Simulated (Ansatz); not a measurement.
Molecule: C$_{5}$H$_{9}$, charge 0, multiplicity 2. It need not be the lowest isomer of its formula. SMILES: [C](/[H])=C\CCC
Coordinates optimised at B3LYP-D3(BJ)/def2-TZVP (Ansatz, a first-principles code):
```
C
H 1 1.0919
H 1 1.0960 2 106.97
C 1 1.5052 2 109.48 3 117.78
C 4 1.3040 1 126.24 2 4.48
H 5 1.0781 4 138.34 1 179.49
H 4 1.0964 5 118.40 6 0.70
C 1 1.5324 2 109.95 3 -118.08
H 8 1.0934 1 108.86 2 -62.57
H 8 1.0946 9 106.28 1 117.52
C 8 1.5255 9 109.98 10 118.72
H 11 1.0914 8 111.34 9 -58.24
H 11 1.0925 12 107.76 8 -122.03
H 11 1.0927 12 107.79 13 -115.85
```
Charge 0, spin multiplicity 2.

Computed values are from Ansatz. Valence correlation only, unless marked. Open shells are spin-unrestricted. No spin-orbit coupling. No relativistic terms. CBS(X,Y): correlation extrapolated as X^-3; Hartree-Fock from the larger set.

The UHF reference is spin-contaminated (<S^2> 0.17 over the pure value in the largest basis). 

Q: What is the T1 diagnostic at CCSD/cc-pVQZ?

A: 0.026.

Q: What is the total energy at CCSD(T)/CBS(cc-pVTZ,cc-pVQZ)?

A: -195.5633 Eh.

Q: What is the atomisation energy De at CCSD(T)/CBS(cc-pVTZ,cc-pVQZ)?

A: 1328.0 kcal/mol.

Q: What is the dipole moment at CCSD(T)/aug-cc-pVDZ?

A: 0.73 D.
